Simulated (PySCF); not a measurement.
A GIAO shielding run with PySCF 2.14.0 with density-fitted response routines (density fitting, non-relativistic, gas phase) on SMILES n1([SiH](C)C)nc(SC)pc1, C₅H₁₁N₂PSSi:

```
{"job": {"kind": "nmr", "xc": "PBE0", "basis": "pcSseg-1"}, "charge": 0, "multiplicity": 1}
C      2.863649     0.738709     1.642150
S      3.024763     1.844399     0.212423
C      1.529398     1.489080    -0.609901
N      0.688205     0.619151    -0.117375
N     -0.385382     0.500686    -0.902142
Si    -1.600431    -0.659753    -0.330999
C     -0.742122    -2.347290    -0.234656
C     -2.171390    -0.057309     1.373278
C     -0.370678     1.279031    -1.998500
P      1.033335     2.255764    -2.141934
H      2.787493    -0.284917     1.290936
H      1.975629     1.012362     2.202001
H      3.756986     0.876380     2.241970
H     -2.646729    -0.592033    -1.357677
H     -1.433400    -3.120850     0.084098
H      0.078302    -2.319805     0.477510
H     -0.332485    -2.643979    -1.196069
H     -2.577053     0.949393     1.326843
H     -2.939932    -0.706176     1.780919
H     -1.340197    -0.044685     2.073295
H     -1.206882     1.228786    -2.671533
```

Hardware: 1 thread of an Arm Neoverse V1, shared host. The job also computes population analyses, field gradients, ring-centre shieldings.

Task: How large is the calculation?

Result: 100 electrons, 246 basis functions and 1336 auxiliary functions.

Task: How long does it take?

Result: 61 s of wall time, with 14 SCF cycles and 5 response iterations. Times on a shared host scatter by some tens of per cent.
